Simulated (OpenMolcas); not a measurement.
Rh I.

- Program: OpenMolcas 26.06
- Basis: ANO-RCC-VQZP [8s7p5d3f2g1h]
- Scalar Hamiltonian: DKH2, point nucleus
- Active space: 9 electrons in 11 orbitals (4d 5s 5d)
- State averaging: 2S+1 = 4 even, 17 roots; 2S+1 = 2 even, 29 roots kept (CI in the orbitals of an earlier block)
- Spin-orbit coupling: RASSI with atomic mean-field integrals over the reference wave functions, term energies averaged over their components

Two sets of levels on these reference wave functions, in cm-1 above 4d8 5s 4F 9/2: one from CASSCF and one from MS-CASPT2, IPEA 0.25 Eh, imaginary shift 0.1 Eh (closed shells correlated: 4s 4p).

```tsv
Level	Set 1	Set 2
4d8 5s 4F 9/2	0.0	0.0
4d8 5s 4F 7/2	1469	1575
4d8 5s 4F 5/2	2750	2860
4d8 5s 4F 3/2	3580	3650
4d8 5s 2F 7/2	5080	7410
4d9 2D 5/2 [71 %]	3570	7950
4d9 2D 3/2	6010	10070
4d8 5s 2F 5/2	7230	10150
4d8 5s 4P 5/2	9490	12660
4d8 5s 4P 3/2	10600	13770
4d8 5s 4P 1/2	11480	14360
4d7 5s2 4F 9/2	13310	15790
4d8 5s 2P 3/2 [58 %]	12280	16830
4d8 5s 2D 5/2 [69 %]	14370	17510
4d7 5s2 4F 7/2	15150	17640
4d8 5s 2P 1/2	14120	18590
```

**Question.** Which set is which?

**Answer.** Set 1 is MS-CASPT2. Its levels of the other terms of 4d8 5s lie at 0.69 to 0.82 of the other set's values, as expected, since terms of lower spin or lower L gain more correlation energy than the Hund ground term. Against 7 measured levels (NIST Handbook of Basic Atomic Spectroscopic Data) the mean absolute deviation is 300 cm-1 with it and 1900 cm-1 without; single levels miss by up to 610 cm-1 with it.

CASPT2 breaks the degeneracy within a term, and the mean is taken; among the terms shown or strongly mixed into the levels shown the widest spread is 1400 cm-1 (4d8 5s 2F, MS-CASPT2). Terms from blocks run as CI alone lack orbitals of their own. Active for correlation alone: 5d; no level in the range computed is led by a configuration that fills it, so any true level of that kind is missing. Without dynamic correlation excited terms often stand tens of per cent too high (terms of higher spin than the ground term too low), and those without a measured partner can miss by more than the paired ones (holds for CASSCF). Some levels mix across a computed gap that differs much from the measured one, so their mixing is not that of the real levels (holds for CASSCF). Measured partners are found by configuration, term and J. A level has none where our copy of the source lacks it or the pairing is in doubt (some pairs that miss far off the trend of their configuration count as doubtful), and it then counts in no deviation. Only configurations of the active space appear. The table leaves out levels that lie high or whose names do not pair safely across all columns.

A share in square brackets marks a mixed level and gives the weight of the term that names it, the lowest over the columns.
